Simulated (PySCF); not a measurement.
## Ionisation energy of Au(2+) by level of theory

Au(2+) [Xe] 4f14 5d9 (2D) → Au(3+) [Xe] 4f14 5d8 (3F), as a difference of total energies. All numbers are calculated (PySCF 2.14, scalar relativity through the core potential, in cc-pVDZ-PP with ECP60MDF). Correlated levels: valence: 5s2 5p6 frozen. The calculations carry no spin-orbit coupling.

```json
{"method": "UHF", "ionisation energy (eV)": "30.867"}
{"method": "MN15", "ionisation energy (eV)": "33.121"}
{"method": "TPSS", "ionisation energy (eV)": "32.505"}
{"method": "MP2 (valence)", "ionisation energy (eV)": "32.273"}
{"method": "SCS-MP2 (valence)", "ionisation energy (eV)": "32.177"}
```

Q: How much does correlation contribute at MP2 (valence)?

A: 32.273 − (30.867) = 1.406 eV, measured against UHF.

The reference lies between the lowest fine-structure levels, while these numbers refer to the centres of the terms.

Errors of the correlated levels include the incompleteness of this basis and the frozen core.

For comparison: 30 ± 1.6 eV (theoretical estimate listed by NIST; NIST Atomic Spectra Database, ionization energies).
